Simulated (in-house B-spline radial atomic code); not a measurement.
Successive ionisation energies of iridium; each step leads to the configuration of the next row (after the last: [Xe] 4f14). Dirac energy differences include first-order Breit, QED and recoil terms. NIST's values go from ground level to ground level; the uncertainty of those that are theory runs from under 0.1 % in few-electron ions to several per cent in heavy many-electron ones. Computed with a B-spline radial code for spherical atoms: Dirac-Hartree-Fock, average of the configuration, finite nuclei.

| ion | configuration | ionisation energy (eV) | tabulated value (eV) | tabulated kind | computed minus tabulated (eV) | highest orbital | largest mean radius (bohr) |
| --- | --- | --- | --- | --- | --- | --- | --- |
| Ir | [Xe] 4f14 5d7 6s2 | 7.76 | 8.96702 | measured | -1.21 | 6s1/2 | 3.0796 |
| Ir+ | [Xe] 4f14 5d7 6s1 | ? | ? | semi-empirical | ? | ? | ? |
| Ir2+ | [Xe] 4f14 5d7 | 28.83 | 28 | tabulated theory | 0.83 | 5d5/2 | 1.6299 |
| Ir3+ | [Xe] 4f14 5d6 | 42.05 | 40 | tabulated theory | 2.05 | 5d5/2 | 1.5537 |
| Ir4+ | [Xe] 4f14 5d5 | 56.24 | 57 | tabulated theory | -0.76 | 5d5/2 | 1.4921 |
| Ir5+ | [Xe] 4f14 5d4 | 71.26 | 72 | tabulated theory | -0.74 | 5d5/2 | 1.4403 |
| Ir6+ | [Xe] 4f14 5d3 | ? | ? | tabulated theory | ? | ? | ? |
| Ir7+ | [Xe] 4f14 5d2 | 103.48 | 105 | tabulated theory | -1.52 | 5d5/2 | 1.3564 |
| Ir8+ | [Xe] 4f14 5d1 | 120.56 | 122.7 | semi-empirical | -2.14 | 5d5/2 | 1.3212 |

Question: Fill in the row of Ir+.

Answer: ionisation energy (eV): 15.67; tabulated value (eV): 17; computed minus tabulated (eV): -1.33; highest orbital: 6s1/2; largest mean radius (bohr): 2.828.

Question: Fill in the row of Ir6+.

Answer: ionisation energy (eV): 87.02; tabulated value (eV): 89; computed minus tabulated (eV): -1.98; highest orbital: 5d5/2; largest mean radius (bohr): 1.3957.

Question: Where is the largest jump?

Answer: From Ir to Ir+, by a factor of 2.02 (7.7579 to 15.668 eV); the highest orbital goes from 6s1/2 to 6s1/2.

Where a p, d or f electron is removed, the computed value is a mean over both j, so it misses the tabulated one by a part of the spin-orbit splitting; averaging over terms and missing correlation add to the gap, relatively most at low charge.
